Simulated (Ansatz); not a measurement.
Reaction (ligand exchange at a Ge–C bond): `Cl[CH2][GeH3]` + `BO` → `B[O][GeH3]` + `CCl`

Gas-phase electronic energies from Ansatz, PBE0-D4/def2-TZVP geometries. CCSD(T)/CBS is the MP2 limit (def2-TZVPP, def2-QZVPP) plus CCSD(T) − MP2 in def2-TZVPP, frozen cores. This one scheme is used for every species. Functionals use def2-TZVPP. For Ge outer-core shells are correlated without core-valence functions, which leaves a few kJ/mol of doubt a bond. Scalar relativity is left out up to krypton.

Question: Is it downhill or uphill in electronic energy at CCSD(T)/CBS, and by how much? (An estimate is asked.)

Answer: The calculation gave: Downhill: ΔE = -40.9 kJ/mol.

Question: What do these levels give: LDA (SPW92), BLYP-D4, PBE0-D4, BHLYP-D4, ωB97X-V, BLYP, r2SCAN, MP2/def2-SVP, CCSD/def2-SVP, MP2/def2-TZVPP, CCSD(T)/def2-TZVPP, HF/CBS(def2)? (An estimate is asked.)

Answer: Computed: LDA (SPW92) -32.6, BLYP-D4 -46.0, PBE0-D4 -39.0, BHLYP-D4 -50.9, ωB97X-V -46.4, BLYP -48.6, r2SCAN -44.6, MP2/def2-SVP -44.1, CCSD/def2-SVP -44.7, MP2/def2-TZVPP -43.8, CCSD(T)/def2-TZVPP -44.5, HF/CBS(def2) -64.8 kJ/mol.

Largest T1 diagnostic among the species: 0.014.

Leaving LDA and LC-ωPBE aside and taking each functional with its dispersion term where it has one, the values, not all of them listed here, spread over 13.9 kJ/mol, from BHLYP-D4 to PBE-D4. LDA lies +5.8 kJ/mol from PBE without D4. In def2-TZVPP, CCSD(T) changes the Hartree–Fock value by +18.6 kJ/mol (the triples alone add +1.6 kJ/mol) and MP2 by +19.3 kJ/mol. From BLYP to BHLYP (50 % exact exchange), in def2-TZVPP and without D4, ΔE moves by −4.6 kJ/mol.
